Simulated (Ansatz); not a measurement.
Consider the ligand exchange at the Si–N bond: `CN(C)N[SiH3]` + `[OH][Sn][Cl]` → `[SiH3][O][Sn][Cl]` + `CN(C)N`.

Calculated with Ansatz (gas phase, PBE0-D4/def2-TZVP geometries, no zero-point term in ΔE). CCSD(T)/CBS is the MP2 limit (def2-TZVPP, def2-QZVPP) plus CCSD(T) − MP2 in def2-TZVPP, frozen cores. This one scheme is used for every species. DFT in def2-TZVPP. B3LYP here is the variant with VWN-RPA as its local correlation; programs differ in this. Elements past krypton have def2 core potentials. For Sn outer-core shells are correlated without core-valence functions, which leaves a few kJ/mol of doubt a bond. Each species was taken in one conformer, which may not be the lowest.

```
             level  ΔE (kcal/mol)
           PBE0-D4          -18.1
          B3LYP-D4          -19.2
SCS-MP2/def2-QZVPP          -20.5
    CCSD/CBS(def2)          -20.1
```

Problem. What does CCSD(T)/CBS give? (An estimate is asked.)

Solution. Ansatz gave: -19.6 kcal/mol. The listed levels differ from it by 1.5, 0.4, -0.9, -0.5 kcal/mol.

Largest T1 diagnostic among the species: 0.017.

In def2-TZVPP, CCSD(T) changes the Hartree–Fock value by +3.5 kcal/mol (the triples alone add +0.5 kcal/mol) and MP2 by +3.4 kcal/mol. From PBE to PBE0 (25 % exact exchange), in def2-TZVPP and without D4, ΔE moves by −1.1 kcal/mol.
